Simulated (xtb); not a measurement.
ketene (C₂H₂O), singlet, geometry from GFN2-xTB; GFN2-xTB (xtb 6.7.1).

Input for xtb:
```
$ xtb mol.xyz --gfn 2 --json

# file mol.xyz
5

C     -0.01148162     0.02136311    -1.19190098
C      0.00092956    -0.00172957     0.09649676
H      0.00249612     0.94826436    -1.73006124
H     -0.03614064    -0.88566416    -1.76255958
O      0.01211961    -0.02255018     1.25813077
```

Question: Predict the main parts of the log of this xtb run.

Answer: 
```
   ID    Z sym.   atoms
    1    6 C      1, 2
    2    1 H      3, 4
    3    8 O      5

           -------------------------------------------------
          |                Calculation Setup                |
           -------------------------------------------------

           -------------------------------------------------
          |                 G F N 2 - x T B                 |
           -------------------------------------------------

          ...................................................
          :                      SETUP                      :
          :.................................................:
          :  # basis functions                  14          :
          :  # atomic orbitals                  14          :
          :  # shells                            8          :
          :  # electrons                        16          :
          :  max. iterations                   250          :
          :  Hamiltonian                  GFN2-xTB          :
          :  restarted?                      false          :
          :  GBSA solvation                  false          :
          :  PC potential                    false          :
          :  electronic temp.          300.0000000     K    :
          :  accuracy                    1.0000000          :
          :  -> integral cutoff          0.2500000E+02      :
          :  -> integral neglect         0.1000000E-07      :
          :  -> SCF convergence          0.1000000E-05 Eh   :
          :  -> wf. convergence          0.1000000E-03 e    :
          :  Broyden damping             0.4000000          :
          :  net charge                          0          :
          :  unpaired electrons                  0          :
          ...................................................

 iter      E             dE          RMSdq      gap      omega  full diag
   1     -9.4160389 -0.941604E+01  0.732E+00    4.90       0.0  T
   2     -9.4536313 -0.375924E-01  0.453E+00    3.28       1.0  T
   3     -9.4671621 -0.135308E-01  0.268E+00    4.07       1.0  T
   4     -9.4735047 -0.634261E-02  0.368E-01    3.63       1.0  T
   5     -9.4738657 -0.361001E-03  0.123E-01    3.67       1.0  T
   6     -9.4738871 -0.213367E-04  0.407E-02    3.70       1.1  T
   7     -9.4738892 -0.211718E-05  0.335E-02    3.68       1.3  T
   8     -9.4738928 -0.357110E-05  0.139E-03    3.69      32.1  T
   9     -9.4738927  0.124081E-07  0.184E-03    3.69      24.3  T
[...]
         :: total energy              -9.318187045195 Eh    ::
[...]
        13                          0.3551806               9.6650
        14                          1.1782354              32.0614
      -------------------------------------------------------------
                  HL-Gap            0.1355604 Eh            3.6888 eV
             Fermi-level           -0.3225639 Eh           -8.7774 eV

     #   Z          covCN         q      C6AA      α(0)
     1   6 C        2.834    -0.204    33.390     9.469
     2   6 C        1.836     0.252    25.335     8.132
     3   1 H        0.926     0.096     1.822     2.111
     4   1 H        0.926     0.096     1.822     2.111
     5   8 O        0.856    -0.240    18.729     5.802

 Mol. C6AA /au·bohr⁶  :        316.242894
 Mol. C8AA /au·bohr⁸  :       7519.984954
 Mol. α(0) /au        :         27.624992

Wiberg/Mayer (AO) data.
largest (>0.10) Wiberg bond orders for each atom

 ---------------------------------------------------------------------------
     #   Z sym  total        # sym  WBO       # sym  WBO       # sym  WBO
 ---------------------------------------------------------------------------
     1   6 C    3.906 --     2 C    1.808     4 H    0.917     3 H    0.917
                             5 O    0.265
     2   6 C    3.881 --     5 O    2.009     1 C    1.808
     3   1 H    0.991 --     1 C    0.917
     4   1 H    0.991 --     1 C    0.917
     5   8 O    2.354 --     2 C    2.009     1 C    0.265
 ---------------------------------------------------------------------------

Topologies differ in total number of bonds
Writing topology from bond orders to xtbtopo.mol

molecular dipole:
                 x           y           z       tot (Debye)
 q only:       -0.007       0.013      -0.698
   full:       -0.008       0.014      -0.804       2.043
molecular quadrupole (traceless):
                xx          xy          yy          xz          yz          zz
 q only:       -0.142       0.018       0.722      -0.004       0.023      -0.580
  q+dip:       -1.167       0.049       1.179       0.012       0.021      -0.012
   full:       -0.574       0.054       2.000      -0.007       0.061      -1.426

           -------------------------------------------------
          | TOTAL ENERGY               -9.318187045195 Eh   |
          | GRADIENT NORM               0.000046231288 Eh/α |
          | HOMO-LUMO GAP               3.688787530840 eV   |
           -------------------------------------------------

normal termination of xtb
```
